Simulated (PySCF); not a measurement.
Here is a computed PBE0-D3(BJ)/def2-TZVP geometry (Å):
```
F 
C   1  1.3365
C   2  1.3812  1  119.08
C   3  1.3864  2  118.18  1  -179.98
C   4  1.3863  3  121.05  2     0.04
C   5  1.3864  4  118.92  3    -0.05
Cl  6  1.7259  5  119.58  4   179.99
C   2  1.3813  1  118.35  3  -179.99
H   3  1.0822  2  119.82  1    -0.04
H   4  1.0834  3  119.53  2   179.92
H   5  1.0817  4  121.15  3   179.92
H   8  1.0815  2  120.55  1    -0.01
```
Z-matrix in Å and degrees, rows numbered from 1.

Neutral, closed shell.

Q: Which heavy atoms are bonded, and with what formal order?

A: F1–C2 (single); C2–C3 (aromatic); C3–C4 (aromatic); C4–C5 (aromatic); C5–C6 (aromatic); C6–Cl7 (single); C6–C8 (aromatic); C2–C8 (aromatic). Hydrogens: H9 on C3; H10 on C4; H11 on C5; H12 on C8.

Q: Give the structure as a SMILES string.

A: `Fc1cccc(Cl)c1`, C6H4ClF. Among its features: benzene ring, C–F bond and C–Cl bond.

Q: What is the point group of this geometry?

A: Cs (every atom within 0.08 Å of its image).

Q: Which rings does it hold (smallest set)?

A: C2–C3–C4–C5–C6–C8 (6 members, 0.00 Å rms from planarity).

Q: Describe the place of each heavy atom.

A: F1: aryl fluorine; C2: aromatic C–F carbon; C3: aromatic CH carbon; C4: aromatic CH carbon; C5: aromatic CH carbon; C6: aromatic C–Cl carbon; Cl7: aryl chlorine; C8: aromatic CH carbon.

Q: What is the arrangement about C5?

A: It has 3 neighbours (C4, C6, H11) and is planar (angles 121.2°, 119.9° and 118.9°, sum 360.0°, 0.00 Å off the plane of its three neighbours).

Q: What is the arrangement about C2?

A: It has 3 neighbours (F1, C3, C8) and is planar (angles 122.6°, 119.1° and 118.3°, sum 360.0°, 0.00 Å off the plane of its three neighbours).
